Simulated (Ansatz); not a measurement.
Reaction (substitution at a C–I bond): `IC1=C[SiH2]1` + H–F → `FC1=C[SiH2]1` + HI

Program: Ansatz. Geometries: PBE0-D4/def2-TZVP. ΔE: electronic, gas phase. CCSD(T)/CBS adds triple-zeta CCSD(T) − MP2 to the extrapolated MP2 energy (def2 sets, frozen cores). This one scheme is used for every species. Functionals use def2-TZVPP. def2 core potentials past Kr. For I outer-core shells are correlated without core-valence functions, which leaves a few kJ/mol of doubt a bond.

| level | ΔE (kcal/mol) |
| --- | --- |
| LC-ωPBE | 7.8 |
| CCSD/def2-TZVPP | 11.9 |

Problem. What does CCSD(T)/CBS give? (Estimate.)

Solution. Ansatz gave: +14.9 kcal/mol. The listed levels differ from it by -7.1, -3.0 kcal/mol.

Problem. What do rigid-rotor, harmonic-oscillator terms from PBE0-D4/def2-TZVP frequencies (298.15 K, 1 bar) make of the CCSD(T)/CBS value? (Best estimate.)

Solution. Computed: ΔZPE = -1.1 kcal/mol, ΔH = +13.4 kcal/mol, ΔS = 0 J/(mol·K), ΔG = +13.4 kcal/mol.

Largest T1 diagnostic among the species: 0.014.

Leaving LDA and LC-ωPBE aside and taking each functional with its dispersion term where it has one, the values, not all of them listed here, spread over 4.3 kcal/mol, from CAM-B3LYP-D4 to PBE-QIDH. LDA lies −1.7 kcal/mol from PBE without D4. At CCSD(T), def2-SVP lies −8.5 kcal/mol from the extrapolated value and def2-TZVPP −2.0 kcal/mol. In def2-TZVPP, CCSD(T) changes the Hartree–Fock value by +6.1 kcal/mol (the triples alone add +1.1 kcal/mol) and MP2 by +10.6 kcal/mol.
